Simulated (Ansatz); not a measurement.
Reaction (redistribution): `O=C([SiH3])[SeH]` + `[SeH][SnH3]` → `[SeH][SeH]` + `O=[C]([SiH3])[SnH3]`

Computed with Ansatz on PBE0-D4/def2-TZVP structures; ΔE is electronic, products minus reactants. CCSD(T)/CBS is the MP2 limit (def2-TZVPP, def2-QZVPP) plus CCSD(T) − MP2 in def2-TZVPP, frozen cores. Functionals use def2-TZVPP. B3LYP here is the variant with VWN-RPA as its local correlation; programs differ in this. def2 core potentials past Kr. For Se, Sn outer-core shells are correlated without core-valence functions, which leaves a few kJ/mol of doubt a bond. Scalar relativity is left out up to krypton. One conformer a species, not always the lowest.

| level | ΔE (kJ/mol) |
| --- | --- |
| PBE-D4 | 109.0 |
| r2SCAN-D4 | 118.3 |
| B2PLYP | 111.6 |
| B3LYP | 105.4 |
| SCS-MP2/def2-TZVPP | 114.0 |
| HF/def2-QZVPP | 108.6 |
| SCS-MP2/def2-QZVPP | 115.8 |
| MP2/CBS(def2) | 125.0 |

Problem. What does CCSD(T)/CBS give? (An estimate is asked.)

Solution. Computed: +114.5 kJ/mol. The listed levels differ from it by -5.5, 3.8, -2.9, -9.1, -0.5, -5.9, 1.3, 10.5 kJ/mol.

Largest T1 diagnostic among the species: 0.016.
